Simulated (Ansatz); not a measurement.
```yaml
crystal:
  periodic: [false, false, false]
  atoms:
    - {symbol: C, position_ang: [-1.992004, 0.114997, 0.571150]}
    - {symbol: O, position_ang: [-1.234290, -0.942151, 1.124498]}
    - {symbol: Si, position_ang: [0.381910, -1.087335, 0.983740]}
    - {symbol: S, position_ang: [1.013522, -1.312255, -1.058922]}
    - {symbol: Si, position_ang: [1.596862, 0.680010, -1.448776]}
    - {symbol: F, position_ang: [0.333760, 1.663879, -1.415258]}
    - {symbol: H, position_ang: [-3.019843, 0.007580, 0.918653]}
    - {symbol: H, position_ang: [-1.610304, 1.090577, 0.889625]}
    - {symbol: H, position_ang: [-1.978111, 0.076606, -0.521697]}
    - {symbol: H, position_ang: [1.077756, 0.111785, 1.522917]}
    - {symbol: H, position_ang: [0.744083, -2.326761, 1.698736]}
    - {symbol: H, position_ang: [2.160685, 0.702523, -2.815661]}
    - {symbol: H, position_ang: [2.546574, 1.185844, -0.434405]}
basis:
  gaussian: {orbitals: def2-mTZVPP}
hamiltonian: {xc: {name: B97M-V}}
output: {forces: true}
```

```sh
$ ansatz run in.yaml --threads 2 --pin off --events-out ev --progress --plain --max-ram 20480MiB --backend cpu
```

Output, abridged:

```
Functional definition: B97M-V
1629 factors; their error is unknown
mean field evaluation 1: about -32497.2048 eV, gradient 6.3e1 eV
mean field evaluation 2: about -32475.0779 eV, gradient 1.2e2 eV
mean field evaluation 4: about -32504.1554 eV, gradient 7.4e0 eV
mean field evaluation 8: about -32504.2648 eV, gradient 1.8e-1 eV
mean field evaluation 16: about -32504.2273 eV, gradient 4.0e-4 eV
mean field -32504.22728923 eV, -1194.5083207226 hartree, gradient 1.8e-5 eV, S^2 0.000000; 0 other end points of the search recorded, 0 dependent functions left out
reference -32504.22735792 eV, -1194.5083232468 hartree; 37, 37 occupied and 146, 146 virtual orbitals, 1629 factors
Total energy: -32504.22735792 eV, -1194.5083232468 hartree
Atom 0 at    -1.992004     0.114997     0.571150 Å, force    -0.139231     0.258401    -0.144847 eV/Å
Atom 1 at    -1.234290    -0.942151     1.124498 Å, force     0.063483    -0.186260     0.120824 eV/Å
Atom 2 at     0.381910    -1.087335     0.983740 Å, force     0.003192     0.001730     0.112022 eV/Å
Atom 3 at     1.013522    -1.312255    -1.058922 Å, force    -0.001718    -0.072167    -0.065469 eV/Å
Atom 4 at     1.596862     0.680010    -1.448776 Å, force     0.098327     0.123842    -0.047153 eV/Å
Atom 5 at     0.333760     1.663879    -1.415258 Å, force     0.011649    -0.028701     0.016321 eV/Å
Atom 6 at    -3.019843     0.007580     0.918653 Å, force     0.176649     0.010604    -0.055640 eV/Å
Atom 7 at    -1.610304     1.090577     0.889625 Å, force    -0.059003    -0.130352    -0.042411 eV/Å
Atom 8 at    -1.978111     0.076606    -0.521697 Å, force    -0.004388     0.008595     0.148612 eV/Å
Atom 9 at     1.077756     0.111785     1.522917 Å, force    -0.034873    -0.050642    -0.016732 eV/Å
Atom 10 at     0.744083    -2.326761     1.698736 Å, force    -0.035893     0.086280    -0.032174 eV/Å
Atom 11 at     2.160685     0.702523    -2.815661 Å, force    -0.025234     0.005431     0.086405 eV/Å
Atom 12 at     2.546574     1.185844    -0.434405 Å, force    -0.052961    -0.026760    -0.079758 eV/Å
Dipole moment:     0.040907     0.133982     0.048719 e Å
```

Hardware: 2 threads of an AMD EPYC 7R13 on a shared host. Wall time 13 s, peak host memory 0.39 GiB.
